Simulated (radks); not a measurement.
Q: Radial electron density D(r) = 4 pi r^2 rho(r) of an atom or ion with 22 electrons. Calculated with a radial shooting solver on a logarithmic mesh with Libxc functionals: Dirac Kohn-Sham, PBEsol, spin-unpolarised, spherical densities, finite nucleus; Fermi nuclear charge, rms radius of each element as measured or else 0.836 A^(1/3) + 0.57 fm.

r (bohr)  D(r) (e/bohr)
0.005221          5.130
0.005886          6.230
0.00669           7.622
0.007604          9.264
0.008573          11.05
0.009744          13.22
0.01107           15.68
0.01259           18.39
0.01419           21.13
0.01613           24.17
0.01833           27.24
0.02083           30.17
0.02349           32.64
0.0267            34.78
0.03035           36.22
0.03449           36.83
0.03889           36.58
0.0442            35.50
0.05023           33.83
0.05664           32.05
0.06437           30.44
0.07316           29.65
0.08315           30.10
0.09375           31.80
0.1066            34.72
0.1211            38.13
0.1376            40.99
0.1552            42.21
0.1764            41.17
0.2005            37.54
0.226             32.36
0.2569            26.20
0.292             20.99
0.3318            18.00
0.3741            17.55
0.4252            18.93
0.4833            20.77
0.5493            21.53
0.6193            20.42
0.7039            17.33
0.8               13.03
0.9093            8.624
1.025             5.182
1.165             2.621
1.324             1.140
1.493            0.4514
1.697            0.1419
1.929           0.03675
2.192          0.007683
2.472          0.001424
2.809         0.0001810

What is the nuclear charge?

A: Z = 30. The innermost maximum, from 1s, lies near gamma/Z bohr with gamma = sqrt(1 - (Z/c)^2) = 0.976, here 0.0325 bohr (found: 0.0353), and its height grows with Z. The density is that of the zinc ion Zn8+ in [Ar] 3d4; the configuration itself is not fixed sharply by these data, and Z only to about a unit. D(r) has 3 maxima, at r = 0.0353, 0.158, 0.545 bohr, and minima at 0.0749, 0.359 bohr, inside which lie 2.10, 10.73 electrons.
